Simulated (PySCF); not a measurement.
## Krypton: a sound run and one with changed settings

Sound run: Kr(2+) [Ar] 3d10 4s2 4p4, Kr(3+) [Ar] 3d10 4s2 4p3. All numbers are calculated (PySCF 2.14, the spin-free X2C one-electron Hamiltonian (Gaussian nucleus), in cc-pVDZ-DK). In the sound run the correlated levels freeze [Ar] 3d10. The sound run starts from symmetry-adapted Hartree-Fock orbitals and uses a fine grid where one is needed.

Changed run: all electrons correlated in a basis built for the valence shell.

```tsv
species	method	sound run (hartree)	changed run (hartree)	converged
Kr(2+)	MP2	-2786.78563	-2786.80542	yes
Kr(3+)	MP2	-2785.51274	-2785.53128	yes
```

Ionisation energy of Kr(2+):

```csv
method,sound run (eV),changed run (eV)
UHF,34.233,34.233
MP2,34.637,34.671
SCS-MP2,34.646,34.665
```

A valence basis has no tight correlating functions, so it recovers only part of the core correlation, and not evenly between atom and ion.

For comparison, NIST gives 35.838 ± 0.02 eV between the lowest levels.
